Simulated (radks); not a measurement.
Initial-state core-level shifts of the rhenium ion Re3+ when its valence configuration changes from [Xe] 4f14 5d4. Calculated with a radial shooting solver on a logarithmic mesh with Libxc functionals: scalar-relativistic Kohn-Sham, PBEsol, spin-polarised, spherical densities, finite nucleus; open shells are filled with parallel spins first (spin-orbit coupling, left out, can overturn this in heavy ions); Fermi nuclear charge, rms radius 5.3698 fm. Shifts are changes of the shell-averaged eigenvalues in eV (positive: less bound); the change of the density at the nucleus, which sets a Mossbauer isomer shift, is in e/bohr^3, on a base of 1.647e+06.

valence	1s	3s	5s	5p	density at nucleus
4f12 5d4 6s2	-30.289	-35.561	-16.751	-14.084	+570.3
4f14 5d3 6p1	-5.242	-5.309	-5.039	-4.744	+12.8
4f13 5d4 6p1	-16.052	-18.582	-9.627	-8.258	+104.7
4f13 5d5	-10.642	-13.100	-4.474	-3.397	+91.3
4f13.5 5d4 6s0.5	-7.184	-8.424	-4.085	-3.418	+133.2
4f14 5d3 6s1	-3.787	-3.863	-3.619	-3.359	+175.7
4f13.5 5d4.5	-5.261	-6.462	-2.252	-1.713	+44.9
4f13 5d4 6s1	-14.604	-17.141	-8.214	-6.874	+275.6
4f13 5d3 6s1 6p1	-20.115	-22.720	-13.389	-11.734	+299.0
